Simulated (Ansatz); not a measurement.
```yaml
crystal:
  periodic: [false, false, false]
  atoms:
    - {symbol: La, position_ang: [-0.004057, -0.000972, 0.312046]}
    - {symbol: Br, position_ang: [2.723955, -0.025477, -0.068636]}
    - {symbol: Br, position_ang: [-1.337698, 2.371234, -0.114054]}
    - {symbol: Br, position_ang: [-1.382200, -2.344775, -0.129357]}
basis:
  gaussian: {orbitals: def2-mTZVPP}
total_charge: 1
magnetization: {spin_polarized: true, initial_magnetization: 1}
hamiltonian: {xc: {name: HF}, pseudopotentials: {relativity: scalar}}
correlation: {method: rpa, electrons: all}
scf: {lower_state_search: off}
```

```sh
$ ansatz run in.yaml --threads 4 --pin off --events-out ev --progress --plain --max-ram 3916MiB
```

It prints (some lines left out):

```
Functional definition: HF
1344 factors; integrals over basis functions are off by at most 2.0e-4 eV
mean field evaluation 1: about -212859.3122 eV, gradient 1.8e1 eV
mean field evaluation 2: about -212859.3254 eV, gradient 1.8e1 eV
mean field evaluation 4: about -212861.6573 eV, gradient 1.8e0 eV
mean field evaluation 8: about -212861.8677 eV, gradient 6.8e-1 eV
mean field evaluation 16: about -212862.4612 eV, gradient 1.9e-1 eV
mean field -212862.46543862 eV, -7822.5513215079 hartree, gradient 2.9e-6 eV, S^2 0.756881; 0 other end points of the search recorded, 0 dependent functions left out
reference -212862.46543862 eV, -7822.5513215079 hartree; 58, 57 occupied and 83, 84 virtual orbitals, 1344 factors
Total energy: -212890.89616447 eV, -7823.5961314122 hartree
Relativity: scalar
Checks for a lower state left out: stability, starts, cluster_reference, orbital_swaps, neighbouring_geometries, increment
```

Run time 8.5 s (4 threads of Arm Neoverse V1 on a shared host), peak host memory 0.63 GiB.

In the def2 sets La takes a core potential; there is no spin–orbit coupling. Correlated methods freeze no core orbitals; core or outer-core shells of La, Br are correlated, in sets that lack core-valence functions.
